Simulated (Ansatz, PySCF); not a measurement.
Isomers of BH5O2Si: 1 is OBO[SiH3], 2 is OB(O)[SiH3]; one conformer of each (the lowest of an xTB search), B3LYP-D3(BJ)/def2-TZVP minima.
Isomer 1 (charge 0, multiplicity 1):
```tsv
atom	x (Å)	y (Å)	z (Å)
O	-2.3096	0.9019	0.1074
B	-0.9859	0.7972	0.3852
O	-0.2599	-0.2513	-0.0991
Si	1.3247	-0.7098	0.0190
H	-2.6347	0.1779	-0.4422
H	-0.4879	1.6458	1.0604
H	2.0772	0.2427	0.8664
H	1.9032	-0.7422	-1.3409
H	1.3729	-2.0623	0.6130
```
Isomer 2 (charge 0, multiplicity 1):
```xyz
9

O     -1.25293    -1.10777    -0.40332
B     -0.57840     0.02239    -0.03441
O     -1.18678     1.19530     0.31627
Si     1.45183    -0.04959     0.03058
H     -2.21682    -1.05180    -0.40209
H     -2.15212     1.19999     0.30202
H      2.04897     1.25285    -0.35478
H      1.98809    -1.10083    -0.86799
H      1.89816    -0.36055     1.41372
```

No zero-point or thermal terms.

Rows in 6-31G* carry no dispersion term and start afresh at each structure (6-31G* with six Cartesian d functions).

Run with Ansatz (an electronic-structure program) with Gaussian orbitals; PySCF for 6-31G* rows, the dispersion terms. Values without a source in brackets are computed.

### Question
One of these levels gives 23.63 kcal/mol for the electronic energy of isomer 2 less that of isomer 1. Which?
A) M06-2X/6-31G*
B) BLYP-D4/def2-TZVPP
C) PBE-D4/def2-TZVPP

### Answer
C, PBE-D4/def2-TZVPP. The others give 27.56 (BLYP-D4/def2-TZVPP), 32.47 (M06-2X/6-31G*)
